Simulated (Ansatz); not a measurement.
CH₆FGeNO (`[CH3][Ge]([NH2])([OH])[F]`). The species carries charge 0 and has multiplicity 1. The geometry is a stationary point of PBE0-D4/def2-TZVP. It is one conformer, not always the lowest.

```xyz
11

C     0.528   -1.150    0.936
Ge   -0.123    0.424    0.034
N     0.483    0.600   -1.654
O    -1.881    0.618    0.022
F     0.400    1.801    0.972
H     1.615   -1.197    0.864
H     0.097   -2.046    0.489
H     0.247   -1.106    1.988
H     0.942   -0.193   -2.070
H    -0.133    1.052   -2.312
H    -2.177    1.196    0.730
```

Q: What is the dipole moment at B3LYP/def2-TZVPP? (Estimate.)

A: The calculation gave: 2.27 D, with components (0.07, -2.20, -0.55) D in this frame, pointing from negative to positive charge.

Q: And with PBE, r2SCAN, ωB97M-V? (Best estimate.)

A: Computed: PBE 2.18 D, r2SCAN 2.24 D, ωB97M-V 2.26 D.

Q: Give the Mulliken charges with B3LYP, ωB97M-V, PBE in def2-TZVPP. (An estimate is asked.)

A: Ansatz gave: 
```tsv
atom	B3LYP	ωB97M-V	PBE
C1	-0.40	-0.45	-0.39
Ge2	0.83	0.83	0.71
N3	-0.40	-0.37	-0.39
O4	-0.44	-0.43	-0.40
F5	-0.40	-0.39	-0.36
H6	0.12	0.14	0.12
H7	0.11	0.13	0.12
H8	0.12	0.13	0.12
H9	0.13	0.11	0.15
H10	0.14	0.12	0.16
H11	0.19	0.18	0.19
```

B3LYP here is the variant with VWN-RPA as its local correlation; programs differ in this.
